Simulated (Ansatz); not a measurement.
# Energy profile

The step: SiH₃BrO ([OH][SiH2][Br]) + H₂ → SiH₄O ([OH][SiH3]) + HBr; bonds formed: Si1–H7, Br2–H6; bonds broken: Si1–Br2, H6–H7 (atoms numbered as in the saddle structure below).

Si1  (-0.584, -0.158, 0.002)
Br2  (2.117, -0.409, -0.423)
H3  (-0.659, -1.345, -0.860)
H4  (-1.885, 0.556, 0.000)
O5  (-0.201, -0.131, 1.572)
H6  (0.645, 0.766, -0.968)
H7  (-0.138, 1.131, -1.072)
H8  (0.706, -0.411, 1.749)
(Å)

Electronic energies by CCSD(T) at an estimated basis limit (MP2 extrapolated from triple and quadruple zeta, plus CCSD(T) − MP2 in triple zeta), on PBE0-D4/def2-TZVP structures; SiH5BrO, closed shell; no counterpoise correction. Ansatz 0.2.0; basis: def2-TZVPP and def2-QZVPP; cores frozen in the correlated methods. Filled d shells of the heavier atoms are correlated. The def2 sets are not built for correlating such inner shells, so the correlated values are less sure here. Extrapolation: Hartree–Fock as exp(−7.88 √X), correlation as X^−2.97.

(1) Give the profile in kJ/mol, counted from the separated reactants. (An estimate is asked for; the value comes from the calculation.)

T1 diagnostic: at most 0.011.

Answers

(1) By the calculation:
```csv
point,kJ/mol
"separated: SiH3BrO (linked as [OH][SiH2][Br]; Si1, Br2, H3, H4, O5, H8; singlet) + H2 (H6, H7; singlet)",0.0
start structure,-1.9
saddle,200.8
end structure,77.1
"separated: SiH4O (linked as [OH][SiH3]; Si1, H3, H4, O5, H7, H8; singlet) + HBr (Br2, H6; singlet)",88.8
```

For scale, one of the runs: CCSD(T)/def2-TZVPP, 191 basis functions, launched by `ansatz run in.yaml --threads 4 --pin off --events-out ev --progress --plain --max-ram 9574MiB`. Time: 53 s of wall clock on 4 CPU threads of an Arm Neoverse V2; the host was shared. Peak host memory: 2.1 GiB.
